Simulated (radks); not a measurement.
The numbers below are computed, except where a source is named.
All-electron atom: neutral caesium in [Xe] 6s1.

Code: a radial shooting solver on a logarithmic mesh with Libxc functionals. Model: Dirac Kohn-Sham, PBE, spin-unpolarised, spherical densities, finite nucleus; Fermi nuclear charge, rms radius 4.8041 fm.

Energy parts (hartree):
total: -7789.9785
kinetic: 8295.0636
electron-nucleus: -18942.1976
Hartree: 3049.8248
exchange-correlation: -192.6694

Orbitals (lengths in bohr, moments of r in powers of bohr; <r^-3> diverges for s and p1/2):
orbital,occ.,eigenvalue (hartree),<r^-3>,small-component weight
1s1/2,2,-1314.468,-,4.12e-02
2s1/2,2,-206.1137,-,8.86e-03
2p1/2,2,-193.9104,-,8.90e-03
2p3/2,4,-180.9648,5924,8.41e-03
3s1/2,2,-42.85068,-,2.66e-03
3p1/2,2,-37.75205,-,2.60e-03
3p3/2,4,-35.27120,1162,2.47e-03
3d3/2,4,-26.31152,187.9,2.35e-03
3d5/2,6,-25.78485,172.7,2.31e-03
4s1/2,2,-8.08583,-,7.88e-04
4p1/2,2,-6.25607,-,7.24e-04
4p3/2,4,-5.75011,237.6,6.83e-04
4d3/2,4,-2.77517,30.58,5.41e-04
4d5/2,6,-2.69122,27.84,5.30e-04
5s1/2,2,-0.98103,-,1.53e-04
5p1/2,2,-0.53809,-,1.13e-04
5p3/2,4,-0.47822,27.75,1.03e-04
6s1/2,1,-0.07666,-,1.32e-05

The highest occupied level is 6s1/2 at -2.086 eV. Summed over all electrons, <r^2> = 88.47 bohr^2, which gives a Langevin (diamagnetic) susceptibility term of -70.1 x 10^-6 cm^3/mol.
